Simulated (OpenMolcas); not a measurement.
Pt4+ (d6) among equal point charges was computed by CASSCF with the d shell active (OpenMolcas, ANO-RCC-VDZP on the metal). Its lowest spin-free states, and all those of the highest spin:

```
2S+1  Degeneracy  E (cm-1)
   5           2       0.0
   5           1     713.0
   5           1      3908
   5           1      5346
   3           2     16995
   3           1     17439
   3           1     18687
   3           2     19036
   3           1     20192
   3           2     20365
   3           1     21815
   3           1     22110
```

Problem. Is the site octahedral, tetrahedral or cube-like, axial, or of lower symmetry?

Solution. The states with 2S+1 = 5 have orbital degeneracies 2, 1, 1, 1. There are pairs but no triples, so the site is axial: not cubic, but with a proper or improper axis of order three or more. The run had Pt4+ among 6 point charges of -1.5 e arranged as a tetragonal octahedron (D4h), 2.21 Å from the ion, with the axial distance 2.298 Å.

Spin-orbit coupling mixes the spin-free states strongly: the lowest level takes only 57 % from its leading state, 5E. An orbital doublet at a regular site is open to a Jahn-Teller distortion, which this geometry leaves out. Without dynamic correlation the repulsion within the d shell is too large (B by tens of per cent), so at a given field states of lower spin stand too high. Point charges give a weaker field than real ligands, and real ions of this kind are as a rule low spin; the high spin found here belongs to the model. This is an electrostatic model: the charges have no orbitals. No measured value stands beside these numbers.
